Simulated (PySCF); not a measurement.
## Radial density of Zr⁺ (zirconium, charge +1)

UHF, [Kr] 4d1 5s2, 2D determinant (an excited configuration). Calculation: PySCF 2.14, in ANO-R3 (8s6p5d3f2g1h, 101 functions); scalar relativity by spin-free X2C-1e.

```
r (bohr)  4πr²ρ (e/bohr)  4πr²(ρα − ρβ)
  0.0376           46.07        -0.0017
  0.0633           43.98        -0.0030
   0.106           61.04         0.0075
   0.179           44.89         0.0599
   0.301           42.09         0.0911
   0.506           33.61         0.0135
   0.852           9.784         0.1145
    1.43           7.039         0.5721
    2.41           1.591         0.3506
    4.05          0.4686         0.0288
    6.82         0.03036        -0.0017
    11.5       9.301e-05         0.0000
```

Densities and radii are taken from the X2C orbitals without a picture-change correction, which distorts them close to the nucleus.

⟨L²⟩ = 8.41 against 6 for a pure D term, so this real determinant mixes terms. The s, p, d and f populations moved away from the nominal configuration during the SCF.

Where is the radial spin density 4πr²(ρα − ρβ) most negative, and why is it negative at all?

Around r = 0.0633 bohr, down to -0.0030 e/bohr: exchange with the open shell polarises the paired shells in an unrestricted calculation.
